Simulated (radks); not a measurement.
All-electron atom: Pt+ in [Xe] 4f14 5d9 (the NIST ground configuration). Method: Dirac Kohn-Sham, BLYP, spin-unpolarised, spherical densities, point nucleus; open shells fill j = l - 1/2 first; computed with a radial shooting solver on a logarithmic mesh with Libxc functionals.

Normalised radial functions P(r) = r R(r) (large component), r in bohr:

r	4f5/2	4f7/2	5d3/2
0.001326	0.0000	0.0000	0.0000
0.001544	0.0000	0.0000	0.0000
0.001783	0.0000	0.0000	0.0001
0.00206	0.0000	0.0000	0.0001
0.002379	0.0000	0.0000	0.0001
0.002747	0.0000	0.0000	0.0002
0.003173	0.0000	0.0000	0.0002
0.003664	0.0000	0.0000	0.0003
0.004231	0.0000	0.0000	0.0005
0.004887	0.0000	0.0000	0.0007
0.005644	0.0000	0.0000	0.0010
0.00657	0.0000	0.0000	0.0014
0.007588	0.0001	0.0000	0.0021
0.008763	0.0001	0.0001	0.0029
0.01012	0.0001	0.0001	0.0042
0.01169	0.0002	0.0002	0.0059
0.0135	0.0004	0.0003	0.0084
0.01559	0.0007	0.0006	0.0119
0.018	0.0011	0.0010	0.0167
0.02079	0.0019	0.0016	0.0233
0.02401	0.0031	0.0027	0.0322
0.02773	0.0051	0.0045	0.0441
0.03228	0.0085	0.0076	0.0605
0.03728	0.0136	0.0123	0.0804
0.04306	0.0215	0.0197	0.1050
0.04973	0.0337	0.0312	0.1341
0.05743	0.0521	0.0486	0.1670
0.06632	0.0793	0.0745	0.2016
0.0766	0.1183	0.1119	0.2346
0.08846	0.1731	0.1647	0.2607
0.1022	0.2475	0.2367	0.2731
0.118	0.3451	0.3317	0.2641
0.1374	0.4754	0.4592	0.2235
0.1586	0.6240	0.6053	0.1511
0.1832	0.7919	0.7713	0.0468
0.2116	0.9689	0.9473	-0.0806
0.2443	1.1398	1.1186	-0.2135
0.2822	1.2859	1.2667	-0.3277
0.3259	1.3878	1.3722	-0.3968
0.3764	1.4296	1.4189	-0.3983
0.4346	1.4034	1.3984	-0.3212
0.502	1.3120	1.3129	-0.1696
0.5797	1.1672	1.1734	0.0376
0.6749	0.9761	0.9865	0.2835
0.7794	0.7802	0.7929	0.5067
0.9001	0.5896	0.6030	0.6892
1.04	0.4195	0.4321	0.8092
1.201	0.2798	0.2905	0.8585
1.387	0.1741	0.1824	0.8417
1.601	0.1005	0.1064	0.7730
1.849	0.0534	0.0573	0.6703
2.136	0.0260	0.0283	0.5508
2.466	0.0114	0.0126	0.4292
2.871	0.0042	0.0047	0.3104
3.316	0.0014	0.0016	0.2144
3.83	0.0004	0.0005	0.1382
4.423	0.0001	0.0001	0.0820
5.108	0.0000	0.0000	0.0442
5.899	0.0000	0.0000	0.0213

4f5/2: eigenvalue -79.816 eV, 0 radial nodes, <r> = 0.513 bohr, 90 % of the charge inside 0.828 bohr. 4f7/2: eigenvalue -76.363 eV, 0 radial nodes, <r> = 0.520 bohr, 90 % of the charge inside 0.840 bohr. 5d3/2: eigenvalue -15.020 eV, 2 radial nodes at r = 0.194, 0.566 bohr, <r> = 1.61 bohr, 90 % of the charge inside 2.53 bohr.
